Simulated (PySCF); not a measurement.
## Calculated properties of `C=C([O-])NC(C)=O`

Species: C4H6NO2 (charge -1).
SMILES with atom numbers: `[CH2:1]=[C:2]([O-:3])[NH:4][C:5]([CH3:6])=[O:7]` (hydrogens: H8, H9 on C1; H10 on N4; H11, H12, H13 on C6)

Structure used (GFN2-xTB), in Å, numbered top down from 1:
```
atom  x, y, z in Å
C1     2.357   -0.135    0.413
C2     1.570   -0.350   -0.658
O3     1.830   -0.706   -1.832
N4     0.102   -0.144   -0.483
C5    -0.702    0.220    0.514
C6    -2.185    0.257    0.089
O7    -0.392    0.509    1.662
H8     3.422   -0.272    0.330
H9     1.955    0.172    1.357
H10   -0.339   -0.347   -1.373
H11   -2.796    0.561    0.936
H12   -2.324    0.966   -0.726
H13   -2.503   -0.729   -0.246
```

Among its groups: amide and C=C double bond.

**GFN2-xTB geometry**

```yaml
Point_group_of_the_GFN2-xTB_geometry: Cs
Rotational_constants_A_B_C_of_the_GFN2-xTB_geometry: 5.443, 1.792, 1.360 GHz
```

PBE0/pcSseg-1 ground state and GIAO shieldings, non-relativistic (PySCF):

```yaml
HOMO_energy: 0.07 eV
LUMO_energy: 4.86 eV
HOMO–LUMO_gap: 4.79 eV
Lowest_Hirshfeld_atomic_charge: -0.46 e on O3
Highest_Hirshfeld_atomic_charge: +0.15 e on C5
13C_chemical_shifts_computed_TMS_as_zero_by_class: 161.8 (C5), 161.5 (C2), 41.7 (C1), 28.7 (C6) ppm
1H_chemical_shifts_computed_TMS_as_zero_by_class: 5.08 (H10), 2.88 (H9), 1.76 (H8), 1.48 (H11/H12/H13) ppm
Isotropic_shieldings_of_nuclei_other_than_C_and_H_by_class: 68 (N4), -68 (O7), 72 (O3) ppm
Mayer_bond_orders_between_heavy_atoms: C1–C2 1.63, C2–O3 1.69, C2–N4 0.80, N4–C5 1.25, C5–C6 0.96, C5–O7 1.86
```

Monoisotopic mass of the ion (most abundant isotopes, electron mass counted): 100.0404 u.

With B = h/(8π²I), that is 505.379 GHz u Å² over I, the principal moments of inertia are 92.9, 282.0 and 371.7 u Å² (most abundant isotopes). The rotational constants make it an asymmetric top with κ = (2B − A − C)/(A − C) = -0.79, nearer the prolate limit (−1).

Geometry: GFN2-xTB, one conformer, isolated ion. NMR classes are plain means over equivalent atoms (diastereotopic ones count apart unless rotation or inversion swaps them), as if these changed places fast; in this geometry the members of some classes differ. The HOMO energy is positive, so at this level the finite basis confines the outermost electrons. No diffuse functions stand in pcSseg-1, which bears on an anion's orbital energies.

For the NMR shielding job (PBE0/pcSseg-1), the run took 15 s (with the writing of density and orbital grids) on one thread of an AMD EPYC 9R14 (shared host), and the process peaked at 0.71 GiB of memory.
